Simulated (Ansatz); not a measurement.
`O=[C]([SiH3])[SnH3]` and `O=[C]([SiH3])[GeH2][F]` differ in one atom or group.

Ansatz, PBE0-D4/def2-TZVP geometries, multiplicity 1. Each molecule was computed in one conformer, which needn't be the lowest.

Elements past krypton have def2 core potentials. Scalar relativity is left out up to krypton.

```
                                        property  `O=[C]([SiH3])[SnH3]`
               LUMO energy (PBE/def2-TZVPP) / eV                  -3.03
           HOMO energy (ωB97M-V/def2-TZVPP) / eV                  -8.37
           HOMO–LUMO gap (B3LYP/def2-TZVPP) / eV                   4.00
size of the dipole moment (B3LYP/def2-TZVPP) / D                   1.73
             LUMO energy (B3LYP/def2-TZVPP) / eV                  -2.13
              HOMO energy (PBE0/def2-TZVPP) / eV                  -6.31
```

(1) Give the same properties after the change, and the shifts. (Best estimate.)

Results:

(1) The calculation gave: 
```csv
property,`O=[C]([SiH3])[GeH2][F]`,shift
LUMO energy (PBE/def2-TZVPP) / eV,-3.26,-0.23
HOMO energy (ωB97M-V/def2-TZVPP) / eV,-8.92,-0.55
HOMO–LUMO gap (B3LYP/def2-TZVPP) / eV,4.19,0.19
size of the dipole moment (B3LYP/def2-TZVPP) / D,0.07,-1.66
LUMO energy (B3LYP/def2-TZVPP) / eV,-2.39,-0.26
HOMO energy (PBE0/def2-TZVPP) / eV,-6.77,-0.46
```

With PBE0 the HOMO falls by 0.46 eV and the LUMO falls by 0.26 eV, so the gap widens by about 0.20 eV. PBE moves the HOMO by -0.33 eV and ωB97M-V by -0.55 eV. Dipoles are sizes alone; their direction can turn.

B3LYP here is the variant with VWN-RPA as its local correlation; programs differ in this.
